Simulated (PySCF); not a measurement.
**Correlation energy of Cu³⁺ (copper, charge +3)**

[Ar] 3d8, high-spin 3F determinant. Computed with PySCF 2.14 in x2c-TZVPPall (6s5p4d2f1g, 64 functions), with the spin-free X2C one-electron Hamiltonian (Gaussian nucleus). Frozen: [Ar]; 8 electrons correlated.

```json
{"level": "CCSD", "correlation energy (mhartree)": "-220.71"}
{"level": "(T)", "correlation energy (mhartree)": "-3.11"}
{"level": "CCSD(T)", "correlation energy (mhartree)": "-223.82"}
```

Diagnostics: T1 = 0.0042, D1 = 0.0061, largest double amplitude 0.016.

Cost of the coupled-cluster step: about 7 core-seconds, for 8 correlated electrons.
